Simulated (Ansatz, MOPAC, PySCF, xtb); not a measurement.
Complex: C2H4 (SMILES C=C) (first 6 atoms) with H4OSi (SMILES O[SiH3]); geometry from B3LYP-D3(BJ)/def2-TZVP, rigid monomers moved along the line of their centres of mass till C2···H9 is 2.76 Å.
(charge 0, multiplicity 1):
```xyz
12

C      0.63587     0.57710     0.24901
C     -0.04035    -0.56029     0.14688
H      0.16450     1.49099     0.59027
H      1.68604     0.64070    -0.00892
H      0.42937    -1.47331    -0.19834
H     -1.09181    -0.62224     0.40078
O      0.62404    -0.50496     3.76115
Si    -0.69068     0.23255     4.42642
H      0.70054    -0.46455     2.79934
H     -0.72188     1.68654     4.12205
H     -0.58949     0.03413     5.88626
H     -1.96286    -0.35351     3.93062
```

```
level                              interaction energy (meV)  cost
---------------------------------  ------------------------  ----
PM3                                                   -35.5     -
GFN1-xTB                                              -80.3     -
HF/STO-3G (no counterpoise)                           -29.7     -
HF/3-21G (no counterpoise)                           -149.0     -
HF/6-31G*                                             -84.6     -
PBE-D3(BJ)/def2-TZVPPD                               -160.1    ×1
r2SCAN/def2-TZVPPD                                   -128.2    ×2
r2SCAN-D4/def2-TZVPPD                                -147.8    ×2
B3LYP/3-21G (no counterpoise)                        -170.6     -
B3LYP/6-31G*                                         -103.6     -
B3LYP/6-31G* (no counterpoise)                       -147.8     -
B3LYP/6-311+G** (no counterpoise)                     -93.0     -
B3LYP/def2-TZVPPD                                     -82.9    ×1
B3LYP-D3(BJ)/def2-TZVPPD                             -153.2    ×1
PBE0-D3(BJ)/def2-TZVPPD                              -157.2    ×1
M06-2X/6-31G* (no counterpoise)                      -172.9     -
wB97X-V/def2-TZVPPD                                  -139.5    ×3
MP2/6-31G* (no counterpoise)                         -173.3     -
MP2/aug-cc-pV(D+d)Z                                  -126.5     -
CCSD(T)/aug-cc-pV(D+d)Z                              -120.1   ×10
```

The rows run from -173.3 (MP2/6-31G* (no counterpoise)) to -29.7 meV (HF/STO-3G (no counterpoise)). The dispersion term adds -19.6 in r2SCAN-D4, -70.4 in B3LYP-D3(BJ). The 3 functionals in def2-TZVPPD without D3 or D4 span 56.7, from wB97X-V to B3LYP.

Counterpoise-corrected where a basis set is named; no monomer relaxation. Rows marked so take none.

Frozen-core correlation. Rows in 3-21G, 6-311+G**, 6-31G*, STO-3G carry no dispersion term and start afresh at each structure (6-31G* with six Cartesian d functions). MP2/6-31G* freezes PySCF's default core. The state reached by PM3 isn't checked.

Codes used: Ansatz (a program for electronic structure); MOPAC for PM3 (differences of heats of formation); PySCF for 3-21G rows, 6-311+G** rows, 6-31G* rows, STO-3G rows, the dispersion terms; xtb for the GFN methods. 

Costs are rough ratios of core time to PBE/def2-TZVPPD (about 7 s over the structures, on one shared machine); a dash marks a level with no comparable run of its own.
